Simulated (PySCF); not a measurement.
NMR data simulated for an unnamed compound:

1H NMR (300 MHz, computed): δ 8.04 (br s, 1H), 7.07 (m, 1H), 6.90 (m, 1H), 3.28 (sept, 1H), 1.23 (d, 6H).

13C{1H} NMR (computed): δ 154.5 (C), 133.6 (CH), 118.4 (CH), 33.7 (CH), 25.5 (CH3).

Computed data (PySCF 2.14): structure optimised with GFN2-xTB, σ from GIAO-PBE0/pcSseg-1. A single conformation, no relativistic terms, gas phase, equivalent nuclei averaged.

References, each an isolated molecule treated in the same way: TMS for 1H (σref 31.72) and 13C (σref 186.93).

Question: Which of these does the molecule contain: a Si–CH3 group, a heteroaromatic ring, a three-membered ring, a carboxylic acid, an NH or NH2 group, a (CH3)2CH unit?

Answer: 
- A Si–CH3 group: no.
- A heteroaromatic ring: yes.
- A three-membered ring: no.
- A carboxylic acid: no.
- An NH or NH2 group: yes (δH 8.04 (br s)).
- A (CH3)2CH unit: yes (δC 25.5, 33.7; δH 1.23 (d), 3.28 (sept)).

The data belong to `CC(C)c1ncc[nH]1`, C₆H₁₀N₂; they needn't prove each group on their own.

Carbon signals by region: 3 in the sp2 and nitrile region (100–160 ppm), 2 below 50 ppm.

The OH or NH signal is concentration- and solvent-dependent in practice; the value given is the gas-phase one. Shifts are as computed. Against solution values, carbons near 30 ppm lie about +3 ppm off and those near 130 ppm about +5 ppm. Of 1211 compounds with measured shifts, 218 miss one by over three times the rms of a fit or turn the order of signals round; such compounds aren't used in these exercises. No couplings were computed; multiplicities are counted from neighbouring protons, with m where these are inequivalent, close in shift, in a saturated or five-membered ring or joined by F or P, and br s for small geminal =CH2 splittings.
